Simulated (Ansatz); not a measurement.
```xyz
7

F    -1.081    1.031   -1.339
C    -0.537    0.752   -0.122
S    -1.338   -0.686    0.764
Si    0.618   -0.664    0.097
F     1.812   -0.583    1.139
H    -0.522    1.647    0.495
H     1.047   -1.497   -1.035
```

The species carries charge 0 and has multiplicity 1.

**Question.** List the CAM-B3LYP/def2-TZVPP orbital energies in eV (Ansatz). (Estimate.)

**Answer.** Ansatz gave: Occupied: -2420.13, -1802.91, -674.21, -673.91, -281.97, -218.17, -162.74, -162.66, -162.56, -147.35, -102.72, -102.69, -102.63, -35.53, -35.34, -24.29, -19.48, -17.62, -16.38, -15.71, -15.02, -14.86, -14.69, -13.64, -12.31, -10.71, -9.49, -9.26. Lowest empty: 0.72, 0.92, 1.22, 2.11, 2.92, 3.19, 4.40, 4.89.
